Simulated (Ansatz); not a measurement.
Relaxation of C2H6BNSe (11 atoms, charge 0, multiplicity 1), to a largest force component of 0.015 eV/Å in at most 40 steps.

Method: RKS r2SCAN/def2-SVP in Ansatz.

```xyz
11
Properties=species:S:1:pos:R:3
B -0.625 1.660 1.118
C -0.831 0.348 0.292
N -1.594 -0.550 1.081
C -2.000 -1.728 0.751
Se -3.013 -2.873 1.811
H 0.035 1.732 2.050
H -1.565 2.449 1.137
H -1.381 0.588 -0.598
H 0.126 -0.079 0.056
H -1.706 -2.038 -0.307
H -1.747 -3.449 2.390
```

**Question.** Where does it end, and by what steps?

**Answer.** It converged. After 19 steps the energy has fallen by 1.558 eV; Se5 moved furthest, 1.14 Å. Joined: B1–N3.

```csv
step,energy less start (eV),largest force component (eV/Å),accepted
0,0.0000,3.177,yes
1,-0.5417,1.099,yes
2,-0.6452,0.704,yes
3,-0.6817,0.456,yes
4,-0.7126,0.347,yes
5,-0.7613,0.473,yes
6,-0.9062,0.913,yes
7,-1.0948,1.228,yes
8,-1.2401,1.301,yes
9,-1.3381,2.399,yes
10,-1.4654,0.710,yes
11,-1.4828,1.071,yes
12,-1.5402,0.451,yes
13,-1.5520,0.291,yes
14,-1.5566,0.176,yes
15,-1.5506,0.306,no
16,-1.5555,0.087,no
17,-1.5579,0.028,yes
18,-1.5578,0.019,no
19,-1.5579,0.013,yes
```

```xyz
11
Properties=species:S:1:pos:R:3
B -1.051 1.173 1.295
C -0.634 0.547 -0.126
N -1.336 -0.280 0.854
C -1.650 -1.503 0.953
Se -2.461 -2.171 2.526
H -0.231 1.246 2.187
H -2.041 1.876 1.337
H -1.241 0.747 -1.019
H 0.376 0.177 -0.349
H -1.461 -2.216 0.135
H -2.569 -3.537 1.989
```

Whether the end is a true minimum wasn't checked by a vibrational analysis.

Time of the run: 100 s on 2 threads of Arm Neoverse V1 (shared host), peak memory 0.19 GiB.
